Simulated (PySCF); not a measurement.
[Cs2Cl]+ at several levels of theory

All levels use the PBE0 minimum (singlet; Cl–Cs 3.096 Å (×2); Cs–Cl–Cs 180.0°), basis [Cl def2-TZVP, Cs def2-TZVP with ECP46], scalar-relativistic core potentials, density fitting, no spin–orbit coupling, PySCF. For vertical energies the ionised species is a doublet (spins chosen at PBE0 and kept) and the electron-attached one a doublet. Open shells are unrestricted, also as the reference of the correlated levels. A dash marks a value that was not computed or is not defined at that level.

Coordinates in bohr (charge 1 multiplicity 1):
```
Cl    0.0000    0.0000    0.0000
Cs    0.0000    0.0000    5.8498
Cs    0.0000    0.0000   -5.8498
```

```
    level  vertical IP (eV)  vertical EA (eV)  −ε(HOMO) (eV)  gap (eV)
     PBE0             12.62              2.83          10.09      6.51
       HF             11.36              2.27          13.15     10.89
      MP2             12.52              2.55              –         –
      PBE             12.69              3.00           8.80      4.67
   r2SCAN             12.67              2.72           9.05      5.74
    B3LYP             12.67              2.95           9.81      5.94
    TPSSh             12.61              2.73           9.37      5.62
CAM-B3LYP             12.64              2.73          11.42      8.28
      M06             12.69              2.50          10.04      5.66
```
